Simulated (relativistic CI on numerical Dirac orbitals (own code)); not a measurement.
Calculated levels, Ni IV

Calculated at this level of theory: Dirac-Coulomb-Breit CI, KLI orbitals optimised for each configuration, model QED, valence Slater integrals scaled by 0.85, P86 correlation energy added to each configuration (own radial code, finite nucleus).

CI space (outside the closed core [Ne] 3s2): 3p6 3d7, 3p6 3d6 4s, 3p6 3d6 4p, 3p6 3d6 4d, 3p6 3d6 5s, 3p6 3d5 4s2, 3p6 3d6 5p, 3p5 3d8, 3p6 3d6 4f, 3p6 3d6 5d, 3p6 3d5 4s 4p, 3p6 3d6 6s, 3p6 3d6 6p, 3p6 3d6 5f, 3p6 3d6 5g, 3p6 3d6 6d, 3p6 3d5 4p2, 3p6 3d5 4s 4d, 3p4 3d9. Levels of other configurations are missing.

| No. | Configuration | Term | J | E (cm⁻¹) | % | Landé g | Lifetime (s) |
| --- | --- | --- | --- | --- | --- | --- | --- |
| 41 | 3p6 3d6 4s | 2H | 9/2 | 144384.3 | 89 | 0.938 |  |
| 42 | 3p6 3d6 4s | 4G | 11/2 | 144714.0 | 69 | 1.216 |  |
| 43 | 3p6 3d6 4s | 4G | 9/2 | 145084.0 | 86 | 1.157 |  |
| 44 | 3p6 3d6 4s | 4G | 7/2 | 145326.5 | 89 | 1.002 |  |
| 45 | 3p6 3d6 4s | 4G | 5/2 | 145421.4 | 92 | 0.601 |  |
| 46 | 3p6 3d6 4s | 2P | 3/2 | 146715.1 | 95 | 1.347 |  |
| 47 | 3p6 3d6 4s | 2F | 7/2 | 147565.7 | 88 | 1.118 |  |
| 48 | 3p6 3d6 4s | 2F | 5/2 | 148325.6 | 95 | 0.846 |  |
| 49 | 3p6 3d6 4s | 2P | 1/2 | 148833.2 | 96 | 0.683 |  |
| 50 | 3p6 3d6 4s | 2G | 9/2 | 150490.1 | 97 | 1.108 |  |
| 51 | 3p6 3d6 4s | 2G | 7/2 | 151304.9 | 93 | 0.904 |  |
| 52 | 3p6 3d6 4s | 2I | 13/2 | 152532.0 | 99 | 1.077 |  |
| 53 | 3p6 3d6 4s | 2I | 11/2 | 152590.8 | 99 | 0.924 |  |
| 54 | 3p6 3d6 4s | 4D | 3/2 | 153485.1 | 99 | 1.200 |  |
| 55 | 3p6 3d6 4s | 4D | 1/2 | 153513.9 | 98 | 0.008 |  |
| 56 | 3p6 3d6 4s | 4D | 5/2 | 153514.3 | 98 | 1.371 |  |
| 57 | 3p6 3d6 4s | 4D | 7/2 | 153683.2 | 99 | 1.428 |  |
| 58 | 3p6 3d6 4s | 2G | 9/2 | 154956.6 | 98 | 1.111 |  |
| 59 | 3p6 3d6 4s | 2G | 7/2 | 155029.7 | 96 | 0.894 |  |
| 60 | 3p6 3d6 4s | 2D | 3/2 | 159362.5 | 99 | 0.801 |  |
| 61 | 3p6 3d6 4s | 2D | 5/2 | 159569.8 | 99 | 1.199 |  |
| 62 | 3p6 3d6 4s | 2S | 1/2 | 161369.5 | 97 | 1.995 |  |
| 63 | 3p6 3d6 4s | 2D | 5/2 | 164363.8 | 98 | 1.201 |  |
| 64 | 3p6 3d6 4s | 2D | 3/2 | 164420.6 | 99 | 0.801 |  |
| 65 | 3p6 3d6 4s | 2F | 7/2 | 171516.4 | 98 | 1.144 |  |
| 66 | 3p6 3d6 4s | 2F | 5/2 | 171538.3 | 98 | 0.859 |  |
| 67 | 3p6 3d6 4p | 6D° | 9/2 | 176053.6 | 98 | 1.553 | 1.12e-09 |
| 68 | 3p6 3d6 4p | 6D° | 7/2 | 176362.8 | 96 | 1.585 | 1.13e-09 |
| 69 | 3p6 3d6 4p | 6D° | 5/2 | 176745.5 | 97 | 1.654 | 1.13e-09 |
| 70 | 3p6 3d6 4p | 6D° | 3/2 | 177056.2 | 98 | 1.863 | 1.14e-09 |
| 71 | 3p6 3d6 4p | 6D° | 1/2 | 177254.3 | 99 | 3.325 | 1.14e-09 |
| 72 | 3p6 3d6 4s | 4P | 1/2 | 178762.0 | 99 | 2.661 |  |
| 73 | 3p6 3d6 4s | 4F | 3/2 | 179273.3 | 99 | 0.400 |  |
| 74 | 3p6 3d6 4s | 4F | 9/2 | 179332.9 | 99 | 1.333 |  |
| 75 | 3p6 3d6 4s | 4F | 5/2 | 179403.0 | 98 | 1.026 |  |
| 76 | 3p6 3d6 4s | 4F | 7/2 | 179465.4 | 98 | 1.236 |  |
| 77 | 3p6 3d6 4s | 4P | 3/2 | 179510.6 | 99 | 1.730 |  |
| 78 | 3p6 3d6 4s | 4P | 5/2 | 180845.1 | 99 | 1.599 |  |
| 79 | 3p6 3d6 4p | 6F° | 11/2 | 181856.1 | 100 | 1.455 | 9.23e-10 |
| 80 | 3p6 3d6 4p | 6F° | 9/2 | 182019.0 | 95 | 1.434 | 9.27e-10 |
| 81 | 3p6 3d6 4p | 6F° | 7/2 | 182131.9 | 94 | 1.399 | 9.28e-10 |
| 82 | 3p6 3d6 4p | 6F° | 5/2 | 182230.3 | 96 | 1.316 | 9.40e-10 |
| 83 | 3p6 3d6 4p | 6F° | 3/2 | 182292.6 | 97 | 1.071 | 9.50e-10 |
| 84 | 3p6 3d6 4p | 6F° | 1/2 | 182325.8 | 98 | -0.649 | 9.57e-10 |
| 85 | 3p6 3d6 4p | 6P° | 7/2 | 183889.3 | 91 | 1.694 | 8.12e-10 |
| 86 | 3p6 3d6 4s | 2P | 1/2 | 185047.6 | 99 | 0.673 |  |
| 87 | 3p6 3d6 4p | 6P° | 5/2 | 185212.1 | 95 | 1.867 | 8.35e-10 |
| 88 | 3p6 3d6 4s | 2F | 7/2 | 185259.1 | 98 | 1.139 |  |
| 89 | 3p6 3d6 4s | 2F | 5/2 | 185278.9 | 99 | 0.857 |  |
| 90 | 3p6 3d6 4p | 6P° | 3/2 | 186067.8 | 98 | 2.388 | 8.61e-10 |
| 91 | 3p6 3d6 4p | 4D° | 7/2 | 186344.4 | 92 | 1.443 | 2.55e-10 |
| 92 | 3p6 3d6 4s | 2P | 3/2 | 186619.0 | 98 | 1.335 |  |
| 93 | 3p6 3d6 4p | 4F° | 9/2 | 186715.1 | 96 | 1.336 | 5.25e-10 |
| 94 | 3p6 3d6 4p | 4D° | 5/2 | 186988.3 | 94 | 1.385 | 2.58e-10 |
| 95 | 3p6 3d6 4p | 4D° | 3/2 | 187463.7 | 97 | 1.206 | 2.58e-10 |
| 96 | 3p6 3d6 4p | 4D° | 1/2 | 187752.8 | 97 | -0.010 | 2.58e-10 |
| 97 | 3p6 3d6 4p | 4F° | 7/2 | 187780.3 | 96 | 1.244 | 5.19e-10 |
| 98 | 3p6 3d6 4p | 4F° | 5/2 | 188509.0 | 97 | 1.035 | 5.23e-10 |
| 99 | 3p6 3d6 4p | 4F° | 3/2 | 188999.2 | 99 | 0.406 | 5.27e-10 |
| 100 | 3p6 3d6 4s | 2G | 9/2 | 190068.2 | 99 | 1.112 |  |
| 101 | 3p6 3d6 4s | 2G | 7/2 | 190130.5 | 98 | 0.892 |  |
| 102 | 3p6 3d6 4p | 4P° | 5/2 | 190842.5 | 99 | 1.600 | 3.12e-10 |
| 103 | 3p6 3d6 4p | 4P° | 3/2 | 191619.8 | 99 | 1.734 | 3.09e-10 |
| 104 | 3p6 3d6 4p | 4P° | 1/2 | 192039.0 | 99 | 2.668 | 3.05e-10 |
| 105 | 3p6 3d6 4p | 4G° | 11/2 | 204383.6 | 87 | 1.249 | 3.81e-10 |
| 106 | 3p6 3d6 4p | 4I° | 13/2 | 204672.3 | 49 | 1.158 | 1.08e-09 |
| 107 | 3p6 3d6 4p | 4I° | 11/2 | 204709.9 | 52 | 1.055 | 9.03e-10 |
| 108 | 3p6 3d6 4p | 4I° | 9/2 | 204839.4 | 52 | 0.854 | 1.03e-09 |
| 109 | 3p6 3d6 4p | 4G° | 9/2 | 204937.4 | 92 | 1.156 | 3.95e-10 |
| 110 | 3p6 3d6 4p | 4G° | 7/2 | 205317.5 | 61 | 0.890 | 5.14e-10 |

Energies count from the lowest computed level; ° marks odd parity; lifetimes are radiative, by E1, M1, E2 decay to levels of this space only; some are left blank where a channel outside the calculation adds to the decay or the decay crosses a small, uncertain gap.

The mean weight of the leading LS term, summed over parents, in these 70 levels is 94 %, and that of the leading jj configuration (from the same eigenvectors) 43 %, so LS coupling describes them better.

For a near-neutral ion this model can misplace configurations by up to about 10,000 cm⁻¹ (more where the count of f electrons changes) and terms by 10 to 25 % of their spread. Rates follow the energies as ν³ (E1, M1) or ν⁵ (E2), so they and the lifetimes can be off by large factors. The fine structure of a lone outer electron comes out too small, for d and f at times inverted, and misplaced configurations move strength between like terms. 54 of the 54 excited levels that our extract of the measured tables holds in this range could be paired (the sources list more); they are missed by 972 cm⁻¹ on average and 4806 at most, and levels without a partner can miss by more.
